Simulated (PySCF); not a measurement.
C2H4O, SMILES O[C]C (connectivity only; charge and spin as stated), neutral, multiplicity 1.

The structure is a stationary point at r2SCAN-D4/def2-TZVP. The geometry has at least one imaginary mode, so it is a saddle point at that level. One conformer was computed; it need not be the lowest.

Two levels are set side by side: TDDFT-PBE/def2-SVPD (PySCF) and ADC(2)/aug-cc-pVDZ (PySCF). Vertical, same geometry; the bases differ. Differences are taken from unrounded values.

| quantity | ADC(2) | TDDFT-PBE | TDDFT-PBE minus ADC(2) |
|---|---|---|---|
| lowest singlet excitation (eV) | 3.25 | 2.96 | -0.29 |

A lower first singlet is the usual sign of a functional without exact exchange. Differences between two approximate levels are no errors against the true value.

Rough cost on one machine, each run with all the roots and properties that it gave: ADC(2) against TDDFT-PBE about 7 times.
